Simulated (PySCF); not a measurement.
Vertical excitations of a molecule C2H8BNO from TDA-M06-2X/def2-SVPD run with PySCF, as energy in eV (oscillator strength): 6.72 (0.017), 7.77 (0.022), 8.00 (0.021), 8.44 (0.015), 8.51 (0.019), 8.63 (0.015), 8.79 (0.165), 9.02 (0.024), 9.09 (0.078), 9.23 (0.000). Lowest triplet (TDA): 6.58 eV. Coordinates come from a B3LYP-D3(BJ)/def2-SVP optimisation. One conformer was computed; it need not be the lowest.

Task: Pick the molecule that these values belong to.
A. CNB(C)O
B. CCB(N)O
C. CCOBN
D. CNBOC

Result: B, CCB(N)O
